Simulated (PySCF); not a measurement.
C5H8N2Si (charge +1 and doublet state).
Z-matrix (Å and degrees, GFN2-xTB geometry), rows numbered from 1:
```
Si
C   1  1.9958
C   2  1.4464  1  112.06
C   3  1.4134  2  124.39  1   113.83
N   4  1.2989  3  122.20  2  -177.74
C   5  1.3128  4  122.71  3    -3.70
N   6  1.3161  5  118.61  4     2.02
C   7  1.2987  6  121.87  5     1.86
H   1  1.4597  2  104.48  3   -54.70
H   1  1.4642  2  103.03  3    63.28
H   1  1.4547  2  103.12  3  -175.98
H   2  1.0862  1  104.65  3   121.65
H   2  1.0878  1  106.75  3  -122.39
H   4  1.0828  3  121.03  2     5.28
H   6  1.0783  5  120.75  4  -178.05
H   8  1.0840  3  120.50  2     3.49
```

The hyperfine couplings belong to this conformer and change with its torsions.

Identity: `[SiH3]C[C+]1[CH]N=CN=C1` [radical] (charge +1).

Computed with PySCF, UKS B3LYP, pcH-1 on C H N Si, non-relativistic, mean-field spin-orbit, GIAO. One conformer (not necessarily the lowest) at the GFN2-xTB geometry, without solvent, vibrations or thermal averaging. A GFN2-xTB geometry isn't a minimum of the functional, and hyperfine couplings can be far from their values at a DFT geometry, by a factor of two or more for some ions and for spin on atoms past the first row. Stability of the SCF solution: not tested.

Problem. Break the g tensor into its mass correction, gauge correction and orbital-Zeeman/spin–orbit terms.

Solution. 
| Δg (ppm) | 1 | 2 | 3 |
| --- | --- | --- | --- |
| relativistic mass correction | -230 | -230 | -230 |
| gauge correction | 49 | -2 | -46 |
| orbital Zeeman/spin–orbit | 216 | 522 | 3954 |
| total | 35 | 290 | 3678 |

So g = 2.00235, 2.00261, 2.00600 and g_iso = 2.00365; the tensor is close to axial: the two nearest values differ by 7 % of g3 − g1. Axes: g1 points within 8° of the C4–N5 bond.

Problem. At 33.854 GHz, how far is the centre of the isotropic spectrum from where a free electron (g = 2.002319) resonates?

Solution. B = hν/(g μB) with μB/h = 13.99624 MHz/mT gives 1207.99 mT for the free electron and 1207.19 mT at g_iso, 0.80 mT lower.

Problem. How much does each term add to the isotropic shift?

Solution. The orbital-Zeeman/spin–orbit term 1564, the mass correction -230 and the gauge correction 0 ppm, for a total of 1334 ppm. The orbital-Zeeman/spin–orbit term is the largest in size. The mass correction is the same along every axis, so the anisotropy comes from the other two: their spans along these axes are 95 (gauge) and 3738 ppm (orbital Zeeman/spin–orbit).

Problem. What are the electron Larmor frequencies g μB B/h along the three axes at 3350 mT?

Solution. 93.8853, 93.8972, 94.0560 GHz for g1, g2 and g3, a range of 170.8 MHz.

Problem. In a frozen sample, at which fields do the three g values resonate at 9.5, 34, 94 and 263 GHz (hyperfine left aside), and which band first spreads them over more than twice a line width of 0.5 mT?

Solution. 
```json
{"band": "X", "GHz": "9.5", "B(g3) mT": "338.36", "B(g2) mT": "338.93", "B(g1) mT": "338.98", "spread mT": "0.62"}
{"band": "Q", "GHz": "34.0", "B(g3) mT": "1210.98", "B(g2) mT": "1213.03", "B(g1) mT": "1213.18", "spread mT": "2.20"}
{"band": "W", "GHz": "94.0", "B(g3) mT": "3348.00", "B(g2) mT": "3353.67", "B(g1) mT": "3354.09", "spread mT": "6.09"}
{"band": "J", "GHz": "263.0", "B(g3) mT": "9367.29", "B(g2) mT": "9383.14", "B(g1) mT": "9384.33", "spread mT": "17.04"}
```

The spread grows in proportion to the frequency. Q band is the first where it exceeds 1.0 mT.

The Mulliken spin populations are largest on N5 (+0.41), N7 (+0.38) and C3 (+0.09).

The HOMO–LUMO gaps are 5.31 eV among the α and 1.68 eV among the β orbitals.

Time: 2.1 min (grids of density and orbitals included); peak memory 0.97 GiB. Hardware: an Arm Neoverse V1 with one thread, no GPU, on a shared host.

The SMILES draws the unpaired electron on C4; the largest computed Mulliken spin population is on N5 (0.41 against -0.01).
